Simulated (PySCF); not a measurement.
CH₇BO₂Si, SMILES OB(O)C[SiH3]. Geometry optimised at PBE-D3(BJ)/def2-SVP. The structure was generated by enumeration, and PubChem lists no compound with its InChIKey, so it may never have been made. The values are those of a single conformer.

**Question.** Give the equilibrium geometry at PBE-D3(BJ)/def2-SVP (PySCF confirms it by a frequency run) as Cartesian coordinates in Å. (An estimate is asked for; the answer gives what the named calculation found.)

**Answer.** Several could match; the one computed here: 
```xyz
12

Si     1.6922     0.6763    -0.0202
C     -0.0693     0.6693    -0.7178
B     -0.9834    -0.4021     0.0281
O     -0.6356    -1.7292     0.0969
O     -2.1539    -0.0830     0.6706
H      2.5757     1.6840    -0.7063
H      1.6820     0.9674     1.4557
H      2.3094    -0.6870    -0.2203
H      0.0166     0.4060    -1.7956
H     -0.4787     1.7008    -0.6737
H      0.2148    -1.9091    -0.3386
H     -2.3616     0.8618     0.5872
```
